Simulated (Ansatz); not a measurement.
H6N3OTa (`[NH]=[Ta]([NH2])([NH2])[OH]`). Charge 0, multiplicity 1. Ta takes the def2 core potential.

| atom | x (Å) | y (Å) | z (Å) |
| --- | --- | --- | --- |
| N1 | -1.749 | -0.320 | 0.501 |
| Ta2 | -0.052 | -0.230 | 0.008 |
| N3 | 0.901 | 0.707 | 1.486 |
| N4 | -0.029 | 0.811 | -1.692 |
| O5 | 0.796 | -1.926 | -0.296 |
| H6 | -2.703 | -0.477 | 0.776 |
| H7 | 0.463 | 1.105 | 2.301 |
| H8 | 1.893 | 0.897 | 1.500 |
| H9 | 0.803 | 1.018 | -2.226 |
| H10 | -0.830 | 1.249 | -2.117 |
| H11 | 0.506 | -2.835 | -0.241 |

(1) What are the harmonic wavenumbers in cm⁻¹ at PBE0-D4/def2-TZVP (Ansatz, finite differences of forces, unscaled)? (Estimate.)

(2) Is this a minimum?

(3) Give the ideal-gas thermochemistry at 298.15 K and 1 bar (rigid rotor, harmonic oscillator; point group Cs, symmetry number 1).

(4) And at 400, 500, 600, 800 and 1000 K?

(5) Rotational constants (cm⁻¹)?

Results:

(1) Ansatz gave: 176, 178, 187, 194, 200, 257, 297, 371, 416, 442, 460, 541, 543, 570, 593, 660, 670, 692, 994, 1547, 1550, 3580, 3582, 3682, 3682, 3693, 3965.

(2) Yes, all 27 modes are real.

(3) Zero-point energy 201.7 kJ/mol; H(298) − E = 227.7 kJ/mol; entropy 378.9 J/(mol·K), of which translation 177.5, rotation 112.7, vibration 88.7; G(298) − E = 114.7 kJ/mol.

(4) 
```tsv
T (K)	H − E (kJ/mol)	S (J/mol/K)	G − E (kJ/mol)
400	243.2	423.5	73.8
500	259.9	460.7	29.5
600	277.6	493.0	-18.2
800	315.2	546.9	-122.4
1000	354.8	591.1	-236.3
```

(5) 0.1032, 0.1001, 0.09099.
